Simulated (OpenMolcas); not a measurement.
V3+ (d2) in a complex was computed by SS-CASPT2, IPEA 0.25 Eh, imaginary shift 0.1 Eh with the d shell active (OpenMolcas, ANO-RCC-VDZP on the metal). Its lowest spin-free states, and all those of the highest spin:

| 2S+1 | Degeneracy | E (cm-1) |
| --- | --- | --- |
| 3 | 1 | 0 |
| 3 | 2 | 780 |
| 1 | 2 | 9580 |
| 1 | 2 | 9810 |
| 1 | 1 | 10150 |
| 1 | 1 | 22230 |
| 3 | 1 | 32540 |
| 3 | 2 | 32750 |
| 3 | 2 | 40830 |
| 3 | 1 | 41740 |
| 1 | 1 | 42640 |
| 1 | 2 | 43520 |
| 3 | 1 | 68790 |

Task: Is the site octahedral, tetrahedral or cube-like, axial, or of lower symmetry?

Result: The states with 2S+1 = 3 have orbital degeneracies 1, 2, 1, 2, 2, 1, 1. There are pairs but no triples, so the site is axial: not cubic, but with a proper or improper axis of order three or more. The run had V3+ with 6 ligands (ammonia) in trigonal antiprismatic coordination (S6) at 1.92 Å, a polar angle of 59.1° against the regular 54.74°. Ligand basis ANO-RCC-VDZP.

Roots that are degenerate in the reference are averaged as groups; the widest CASPT2 spread within a group is 120 cm-1 (the 2-fold group of multiplicity 3 near 32700 cm-1 above the lowest state of its run). Shifts and gaps below about the spread of the groups concerned are not significant. Over all roots computed the reference weight is 0.69 to 0.71; a low but even weight reflects the number of correlated electrons. The least metal-like active orbital is 81 % on the metal (Löwdin) and no ligand orbital is active, so the numbers are rough. Ligand-to-metal charge-transfer states are missing. With no ligand orbital active B as a rule stays too high, so bands that hang on it stand too high and its fall with covalency is understated. With one d shell and no ligand orbital active, 10Dq can be off by a tenth or more. The distance lies 7 % under the 2.06 Å that this model takes as the normal distance (a Shannon-type radius plus a fixed donor radius); by an R⁻⁵ law this alone changes a d-shell field by about +42 %. No measured value stands beside these numbers; the geometry is a model, was not optimised and need not be the one that this ion takes.
